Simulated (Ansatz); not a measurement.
`[CH2]1[AlH][SiH2]1` and `[SiH3][CH]1[AlH][SiH2]1` differ in one atom or group.

Ansatz, PBE0-D4/def2-TZVP geometries, multiplicity 1. 

| property | `[CH2]1[AlH][SiH2]1` |
| --- | --- |
| HOMO energy (PBE0/def2-TZVPP) / eV | -6.03 |
| HOMO energy (B3LYP/def2-TZVPP) / eV | -5.85 |
| HOMO–LUMO gap (PBE0/def2-TZVPP) / eV | 4.15 |
| HOMO energy (ωB97M-V/def2-TZVPP) / eV | -7.98 |
| HOMO–LUMO gap (PBE/def2-TZVPP) / eV | 2.42 |
| LUMO energy (ωB97M-V/def2-TZVPP) / eV | -0.20 |

(1) Give the same properties after the change, and the shifts. (Estimate.)

Answers

(1) The calculation gave: 
| property | `[SiH3][CH]1[AlH][SiH2]1` | shift |
| --- | --- | --- |
| HOMO energy (PBE0/def2-TZVPP) / eV | -6.20 | -0.17 |
| HOMO energy (B3LYP/def2-TZVPP) / eV | -6.00 | -0.15 |
| HOMO–LUMO gap (PBE0/def2-TZVPP) / eV | 5.28 | 1.13 |
| HOMO energy (ωB97M-V/def2-TZVPP) / eV | -8.13 | -0.15 |
| HOMO–LUMO gap (PBE/def2-TZVPP) / eV | 3.56 | 1.14 |
| LUMO energy (ωB97M-V/def2-TZVPP) / eV | 0.79 | 0.99 |

With PBE0 the HOMO falls by 0.17 eV and the LUMO rises by 0.95 eV, so the gap widens by about 1.12 eV. PBE moves the HOMO by -0.21 eV and ωB97M-V by -0.15 eV. The zero-point energy changes by 46.4 kJ/mol with +9 modes.

B3LYP here is the variant with VWN-RPA as its local correlation; programs differ in this.
